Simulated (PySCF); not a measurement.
A GIAO shielding run with PySCF 2.14 (density fitting, non-relativistic, gas phase) on `C(CCF)([SiH3])[SiH3]`, C₃H₁₁FSi₂:

```
$ OMP_NUM_THREADS=1 python probes_run.py task.json out

{"job": {"kind": "nmr", "xc": "PBE0", "basis": "pcSseg-1"}, "charge": 0, "multiplicity": 1}
F      1.407336    -1.932980    -1.019307
C      1.944016    -0.841312    -0.375331
C      1.002343     0.350190    -0.462315
C     -0.206522     0.249341     0.468362
Si    -1.239530    -1.334699     0.180776
Si    -1.256100     1.834691     0.336465
H      2.118797    -1.145615     0.661795
H      2.900216    -0.635439    -0.869251
H      1.586088     1.244618    -0.225923
H      0.668024     0.437342    -1.498587
H      0.172890     0.200899     1.495684
H     -2.503781    -1.172410     0.906896
H     -0.560782    -2.510406     0.725140
H     -1.501493    -1.484459    -1.248134
H     -1.789488     1.966785    -1.020690
H     -0.401324     2.993036     0.625930
H     -2.347689     1.792449     1.308579
```

Hardware: 1 thread of an Arm Neoverse V2, shared host. The job also computes population analyses, field gradients.

Q: How large is the calculation?

A: 66 electrons, 171 basis functions and 934 auxiliary functions.

Q: How long does it take, and how much memory does it need?

A: 22 s of wall time, with 13 SCF cycles and 4 response iterations; peak memory 0.79 GiB. Times on a shared host scatter by some tens of per cent.
